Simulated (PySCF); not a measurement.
Geometry:
| atom | x (Å) | y (Å) | z (Å) |
| --- | --- | --- | --- |
| Cl1 | -3.297 | -1.549 | 0.519 |
| C2 | -2.369 | -0.189 | -0.187 |
| Cl3 | -3.471 | 1.208 | -0.375 |
| C4 | -1.223 | 0.165 | 0.679 |
| C5 | 0.041 | 0.091 | 0.285 |
| C6 | 0.609 | -0.337 | -1.045 |
| Si7 | 2.388 | 0.013 | -0.413 |
| C8 | 1.270 | 0.436 | 1.088 |
| H9 | -2.069 | -0.496 | -1.189 |
| H10 | -1.473 | 0.496 | 1.676 |
| H11 | 0.370 | -1.372 | -1.286 |
| H12 | 0.250 | 0.276 | -1.870 |
| H13 | 3.258 | -1.149 | -0.256 |
| H14 | 3.068 | 1.141 | -1.045 |
| H15 | 1.374 | -0.193 | 1.971 |
| H16 | 1.265 | 1.468 | 1.435 |

PySCF 2.14 calculation with PBE0/pcSseg-1 with gauge-including orbitals and GFN2-xTB geometry; non-relativistic Hamiltonian, averaged over atoms made equivalent by symmetry, fast rotation or ring inversion, one conformer, no solvent.

Chemical shifts δ = σref − σ; $^{13}$C (186.93 ppm), $^{1}$H (31.72 ppm), $^{29}$Si (349.16 ppm) vs TMS; $^{35}$Cl (949.78 ppm) vs HCl, all at this level.

```json
{"atoms": "C4", "nucleus": "$^{13}$C", "count": "1", "δ (ppm)": "?"}
{"atoms": "Si7", "nucleus": "$^{29}$Si", "count": "1", "δ (ppm)": "-44.7"}
{"atoms": "H10", "nucleus": "$^{1}$H", "count": "1", "δ (ppm)": "5.85"}
{"atoms": "H15/H16", "nucleus": "$^{1}$H", "count": "2", "δ (ppm)": "?"}
{"atoms": "C5", "nucleus": "$^{13}$C", "count": "1", "δ (ppm)": "149.4"}
{"atoms": "C8", "nucleus": "$^{13}$C", "count": "1", "δ (ppm)": "20.7"}
{"atoms": "Cl1/Cl3", "nucleus": "$^{35}$Cl", "count": "2", "δ (ppm)": "?"}
{"atoms": "C6", "nucleus": "$^{13}$C", "count": "1", "δ (ppm)": "?"}
{"atoms": "H9", "nucleus": "$^{1}$H", "count": "1", "δ (ppm)": "6.33"}
{"atoms": "C2", "nucleus": "$^{13}$C", "count": "1", "δ (ppm)": "81.9"}
{"atoms": "H13/H14", "nucleus": "$^{1}$H", "count": "2", "δ (ppm)": "4.71"}
{"atoms": "H11/H12", "nucleus": "$^{1}$H", "count": "2", "δ (ppm)": "2.24"}
```

Question: Complete the table.

Answer: 
- C4: 135.3 ppm, alkene CH; the olefinic region
- C6: 16.4 ppm, allylic sp3 CH2 bonded to Si
- H15/H16: 2.42 ppm, hydrogen on an allylic sp3 CH2 bonded to Si; allylic position
- Cl1/Cl3: 303 ppm, chlorine bonded to C

Carbons that carry Cl, above all several Cl atoms, come out too deshielded, partly because spin–orbit coupling is missing. Shifts are as computed. Against solution values, carbons near 30 ppm lie about +3 ppm off and those near 130 ppm about +5 ppm; carbons on Cl a further +6 ppm. Of 1211 compounds with measured shifts, 218 miss one by over three times the rms of a fit or turn the order of signals round; such compounds aren't used in these exercises.
